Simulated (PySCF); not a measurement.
**TlO and its ions**

PBE0; basis Tl aug-cc-pVDZ-PP with ECP60, O aug-cc-pVDZ; scalar-relativistic core potentials; PySCF 2.14. Neutral (UKS): doublet (π ↑), Re = 2.208 Å, ωe = 449 cm⁻¹, De = 3.16 eV, HOMO -6.63 eV, LUMO -2.96 eV.

TlO⁻ (UKS): singlet (closed shell), Re = 2.016 Å, ωe = 614 cm⁻¹, De = 3.41 eV to Tl + O⁻. The energies at the minima are -247.61072 hartree for TlO and -247.67116 for TlO⁻.

Work out the adiabatic electron affinity, without and with harmonic zero-point energies (1 hartree = 27.2114 eV, 1 eV = 8065.5 cm⁻¹), and the change of the bond length.

At PBE0: 0.06044 hartree = 1.645 eV between the minima; the zero-point term (449.0 − 614.0)/2 cm⁻¹ = -0.010 eV makes it 1.634 eV. Re changes by -19.2 pm against the neutral. The electron enters a π orbital; the charge polarises the partner, so the anion is bound more strongly.

These are scalar-relativistic numbers at best; spin–orbit coupling would shift them, the dissociation energy most. For an ion De counts to the pair picked by the measured ionisation energies or electron affinities, which need not be the lowest pair at this level. States were picked by a PBE0 search and need not be the measured ground states.
